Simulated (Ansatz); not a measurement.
`C#C[SiH2]C=O` + H₂ → `C#C[SiH3]` + `C=O` at 700 K and 1 bar (hydrogenolysis of the Si–C bond).

Calculated with Ansatz (gas phase, PBE0-D4/def2-TZVP geometries, no zero-point term in ΔE). CCSD(T)/CBS adds triple-zeta CCSD(T) − MP2 to the extrapolated MP2 energy (def2 sets, frozen cores). This one scheme is used for every species. Each species was taken in one conformer, which may not be the lowest.

```csv
species,CCSD(T)/CBS energy (Eh),H − E (kJ/mol),S (J/(mol·K))
`C#C[SiH2]C=O`,-480.72477,214.2,453.8
H₂,-1.17544,46.8,155.3
`C#C[SiH3]`,-367.52081,166.7,346.4
`C=O`,-114.39408,97.4,254.3
```

H − E and S are ideal-gas, rigid-rotor, harmonic terms from PBE0-D4/def2-TZVP, for one conformer and one mirror image of each species. The MP2-based limit puts H₂ 0.8 mEh under its directly extrapolated value; such offsets cancel only in part. 1 Eh = 2625.50 kJ/mol, R = 8.31446 J/(mol·K).

Question: By hand: ΔE, ΔH, ΔS and ΔG.

Answer: ΔE = (-367.52081) + (-114.39408) − (-480.72477) − (-1.17544) = -0.01468 Eh = -38.5 kJ/mol. Δ(H − E) = 166.7 + 97.4 − 214.2 − 46.8 = 3.1, so ΔH = -35.4 kJ/mol. ΔS = 346.4 + 254.3 − 453.8 − 155.3 = -8.4 J/(mol·K). ΔG = -35.4 − 700 × (-8.4)/1000 = -29.5 kJ/mol.

Question: By hand: the equilibrium constant, and the temperature at which ΔG would vanish if ΔH and ΔS stayed fixed.

Answer: log₁₀ K = −ΔG/(RT ln 10) = 2.2. ΔG = 0 at ΔH/ΔS = 4214 K, far beyond where these terms or the molecules hold.

The number of gas molecules stays the same, so ΔS is small and ΔH decides. A doubt of 5 kJ/mol in ΔE shifts log₁₀ K by 0.4 here. Other conformers and mirror images would add mixing entropy, several J/(mol·K) or more a flexible species. Modes under 60 cm⁻¹, often nearly free rotors, make the harmonic entropy too high. These are equilibria of isolated gas molecules and say nothing of rates. Largest T1 diagnostic: 0.015 (customary marks: 0.02 for closed shells, 0.045 for open ones).
